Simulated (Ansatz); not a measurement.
Relaxation of CH7ClMgO2 (12 atoms, charge 0, multiplicity 1), to a largest force component of 0.03 eV/Å in at most 50 steps.

Theory: Ansatz 0.2.0, RKS PBE/def2-SVP.

```xyz
12
Properties=species:S:1:pos:R:3
Mg -0.171 0.504 0.467
Cl 0.041 -3.211 0.243
C -1.911 0.982 -0.623
H 2.243 -0.090 0.018
O 1.209 0.514 1.935
H 0.926 -2.368 -0.246
O 1.542 -0.225 -0.653
H -2.607 1.624 -0.039
H -2.483 0.073 -0.913
H -1.686 1.532 -1.564
H 1.007 0.568 2.881
H 1.889 0.097 -1.506
```

Question: Where does it end, and by what steps?

Answer: It converged. After 27 steps the energy has fallen by 1.793 eV; H4 moved furthest, 2.13 Å. Parted: Cl2–H6, H4–O7. Joined: Mg1–Cl2, H4–O5, H6–O7.

```csv
step,energy less start (eV),largest force component (eV/Å),accepted
0,0.0000,1.504,yes
1,-0.2169,0.601,yes
2,-0.3479,0.692,yes
3,-0.4377,0.991,yes
4,-0.5011,0.522,yes
5,-0.5480,0.492,yes
6,-0.6017,0.496,yes
7,-0.7609,0.774,yes
8,-1.0330,0.951,yes
9,-1.3004,1.654,yes
10,-1.5263,0.442,yes
11,-1.5575,0.965,yes
12,-1.6285,0.277,yes
13,-1.6433,0.497,yes
14,-1.6687,0.148,yes
15,-1.6772,0.902,yes
16,-1.6984,0.231,yes
17,-1.6877,0.411,no
18,-1.7091,0.083,yes
19,-1.7172,0.217,yes
20,-1.7213,0.655,yes
21,-1.7527,0.525,yes
22,-1.7736,0.126,yes
23,-1.7884,0.104,yes
24,-1.7882,0.169,no
25,-1.7907,0.136,yes
26,-1.7912,0.080,yes
27,-1.7934,0.013,yes
```

```xyz
12
Properties=species:S:1:pos:R:3
Mg -0.255 -0.187 0.171
Cl 0.370 -2.324 1.084
C -1.834 0.902 -0.701
H 1.713 1.000 1.772
O 0.879 0.499 1.840
H 1.545 -1.503 -0.614
O 1.485 -0.597 -1.029
H -2.401 1.490 0.054
H -2.577 0.252 -1.214
H -1.479 1.634 -1.461
H 1.125 -0.432 2.090
H 1.430 -0.736 -1.993
```

Time of the run: 73 s on 2 threads of Arm Neoverse V1, with other jobs on the host, peak memory 0.16 GiB.
